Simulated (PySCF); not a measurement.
Al(Cl)(OMe)(SeH) (CH4AlClOSe), SMILES C[O][Al]([Cl])[SeH].

The structure is a stationary point at ωB97X-D3(BJ)/def2-SVP. One conformer was computed; it need not be the lowest.

Method: PBE/def2-TZVP run with PySCF.

Isolated molecule, no solvent.

The total energy comes out as -3219.32872 hartree. The point group comes out as Cs and the highest occupied level is -6.36 eV. The lowest empty level is -1.55 eV and the orbital gap comes out as 4.81 eV. The dipole moment is 0.71 D, the quadrupole, principal values (traceless, Buckingham form, about the centre of nuclear charge) is -7.86, 0.01, 7.85 D·Å and the mean static polarisability comes out as 81.0 bohr³ (12.00 Å³). The polarisability, principal values comes out as 62.6, 80.8, 99.5 bohr³.
